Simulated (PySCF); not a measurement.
F3HSi.
SMILES: `F[SiH](F)F`

The calculation used PBE0-D3(BJ)/def2-SVP geometry optimisation, gas phase in PySCF.

Masses are those of the commonest isotopes; rigid-rotor values at the optimised geometry. 

(1) What are A, B and C (cm⁻¹)?

(2) Classify the top.

(3) Is it planar, by Δ = Ic − Ia − Ib?

(4) Give the other two planar moments, Paa and Pbb, and the rms extents of the mass along the axes.

(5) Where do the R-branch lines fall?

(6) Estimate the classical rotational partition function at 100 K, 298.15 K and 500 K.

Results:

(1) Ia = 73.01, Ib = 73.14, Ic = 127.13 u·Å²; 505379 MHz·u·Å²/I gives 6922, 6910 and 3975 MHz, that is A = 0.23090, B = 0.23048, C = 0.13260 cm⁻¹.

(2) An oblate symmetric top, as the point group C3v requires two equal moments; the computed ones differ by 0.18 % because the geometry is symmetric only within the optimiser's tolerance. Ray's parameter κ = (2B − A − C)/(A − C) = 0.991; −1 is the prolate and +1 the oblate limit.

(3) Not planar: Δ = Ic − Ia − Ib = -19.02 u·Å². For a rigid frame Δ = −2 Σ m c², so Σ m c² = 9.51 u·Å² lies off the ab plane: 3.36 from hydrogen and 6.15 from heavier atoms. The atom farthest from that plane is 1.83 Å away.

(4) Paa = Σ m a² = (Ib + Ic − Ia)/2 = 63.63 and Pbb = Σ m b² = (Ia + Ic − Ib)/2 = 63.50 u·Å². With the mass M = 85.98 u, the rms extents √(P/M) along a, b and c are 0.86, 0.86, 0.33 Å.

(5) The dipole of 1.49 D lies along the symmetry axis, so ΔK = 0 and J+1 ← J falls at 2B(J+1) for every K: 13.83 GHz, 27.66 GHz, 41.50 GHz, 55.33 GHz, 69.16 GHz for J = 0 to 4.

(6) Point group C3v, symmetry number σ = 3; q = (√π/σ)·√((kT/h)³/(ABC)), k/h = 20836.6 MHz/K: 4080 at 100 K, 21000 at 298.15 K, 45600 at 500 K.

No frequency check. Constants of a rigid frame at the computed geometry: no zero-point averaging, no centrifugal distortion.
